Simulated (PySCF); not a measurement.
# C₆ coefficients of unlike pairs at PBE0

Calculated with PySCF 2.14 from the dipole response of each species, C₆(A,B) = (3/π) ∫ α_A(iu) α_B(iu) du, in atomic units, from isotropic polarisabilities. For ions this is the dispersion term alone; charge-induced terms of lower order in 1/R come first.

```tsv
species	configuration	basis	relativity	α (bohr³)	C₆ (like pair)
Rh⁺	[Kr] 4d8 (3F)	aug-cc-pVDZ-PP with ECP28MDF (5s5p4d2f)	core potential	12.04	71.82
As⁺	[Ar] 3d10 4s2 4p2 (3P)	dyall-av3z (24s17p11d2f)	spin-free X2C	16.63	99.73
Cu³⁺	[Ar] 3d8 (3F)	aug-cc-pVDZ-DK (7s6p4d2f)	spin-free X2C	1.566	3.586
He	1s2 (1S)	def2-QZVPPD (4s4p2d1f)	none	1.475	1.590
```

**Question.** Estimate C₆ for He with Rh⁺.

**Answer.** The integral gives 10.62. The combination rule 2 C_A C_B / (C_A α_B/α_A + C_B α_A/α_B) gives 10.49 and the geometric mean 10.68.

No spin-orbit coupling is included.

The other pairs:

```csv
pair,C₆
"As⁺, Rh⁺",81.91
"Cu³⁺, As⁺",15.15
"Cu³⁺, Rh⁺",14.77
"He, As⁺",11.92
"He, Cu³⁺",2.227
```
